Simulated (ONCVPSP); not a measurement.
**Reading a pseudo-wave (iron (Fe))**

Columns: radius, all-electron u(r) and pseudo u(r) of the 3d shell (level -15.98 eV) of iron in the configuration [Ne] 3s2 3p6 3d6 4s1; PBEsol, scalar-relativistic, ONCV scheme, ONCVPSP 4.0.1.

```
r (bohr)  all-electron  pseudo
   0.078        0.0394  0.0056
   0.155        0.1773  0.0411
   0.232        0.3616  0.1264
   0.310        0.5432  0.2666
   0.388        0.6930  0.4465
   0.465        0.8023  0.6366
   0.542        0.8743  0.8093
   0.620        0.9145  0.9416
   0.698        0.9284  1.0177
   0.775        0.9230  1.0379
   0.852        0.9042  1.0145
   0.930        0.8759  0.9625
   1.008        0.8417  0.8986
   1.085        0.8043  0.8356
   1.162        0.7653  0.7790
   1.240        0.7251  0.7294
   1.318        0.6853  0.6860
   1.395        0.6467  0.6468
   1.472        0.6094  0.6094
   1.550        0.5731  0.5731
   1.628        0.5384  0.5384
   1.705        0.5058  0.5058
   1.782        0.4749  0.4749
   1.860        0.4453  0.4453
   1.938        0.4174  0.4174
   2.015        0.3914  0.3914
```

Task: How many radial nodes do the two functions have?

Result: The all-electron 3d function has n − l − 1 = 0; the pseudo-wave has 0.

Task: At about which radius was the pseudo-wave matched?

Result: 1.45 bohr, where the columns begin to agree (steps of 0.08 bohr).

Task: Is the pseudo-wave norm-conserving?

Result: Yes: the ONCV scheme keeps the norm inside the radius equal to the all-electron one, which fixes the energy derivative of the logarithmic derivative at the level.
